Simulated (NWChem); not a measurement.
CF3 cation

```xyz
4

F      0.8684     0.8684     0.0000
C      0.0000     0.0000     0.0000
F     -1.1863     0.3179     0.0000
F      0.3179    -1.1863     0.0000
```
Atoms are numbered in this order, from 1.

Results from NWChem. Pople sets run with spherical d functions. Structure relaxed at the PBE0/def2-SVP level. Total energies compare along this basis series because the functional is fixed.

```
level             basis functions  energy (Ha)  highest occupied level (eV)  orbital gap (eV)
----------------  ---------------  -----------  ---------------------------  ----------------
B3LYP/STO-3G                   20    -332.4692                       -18.47              9.61
B3LYP/3-21G                    36    -335.3686                       -21.44             10.37
B3LYP/6-31G*                   56    -337.2219                       -21.25             10.67
B3LYP/6-31+G*                  72    -337.2299                       -21.53             10.64
B3LYP/6-311G**                 72    -337.3241                       -21.45             10.63
B3LYP/6-311++G**               88    -337.3274                       -21.54             10.57
```
